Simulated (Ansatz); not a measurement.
C2H5BO2 can be A, `BC(=O)OC`, or B, `BOC(C)=O`.

Isolated molecules relaxed with PBE0-D4/def2-TZVP in Ansatz; ΔE leaves out vibrations. CCSD(T)/CBS adds triple-zeta CCSD(T) − MP2 to the extrapolated MP2 energy (def2 sets, frozen cores). Functionals use def2-TZVPP. B3LYP here is the variant with VWN-RPA as its local correlation; programs differ in this.

**Question.** Which is lower in electronic energy at CCSD(T)/CBS, and by how much? (Best estimate.)

**Answer.** Ansatz gave: B, by 178.5 kJ/mol.

**Question.** Give E(B) − E(A) in kJ/mol with B3LYP, HF/def2-TZVPP, LDA (SPW92), CCSD(T)/def2-SVP, ωB97M-V, PBE0-D4, BLYP-D4. (An estimate is asked.)

**Answer.** Ansatz gave: B3LYP -172.2, HF/def2-TZVPP -185.1, LDA (SPW92) -170.4, CCSD(T)/def2-SVP -188.2, ωB97M-V -179.5, PBE0-D4 -173.8, BLYP-D4 -163.3. None reverses the order clearly.

**Question.** Does the order hold for the free energy at 298.15 K (harmonic terms from PBE0-D4)? (An estimate is asked.)

**Answer.** Ansatz gave: Yes: G(B) − G(A) = -176.6 kJ/mol.

Largest T1 diagnostic: 0.018.

Leaving LDA and LC-ωPBE aside and taking each functional with its dispersion term where it has one, the values, not all of them listed here, spread over 20.7 kJ/mol, from BHLYP-D4 to revPBE-D4. LDA lies −7.3 kJ/mol from PBE without D4. From BLYP to BHLYP (50 % exact exchange), in def2-TZVPP and without D4, E(B) − E(A) moves by −18.3 kJ/mol.
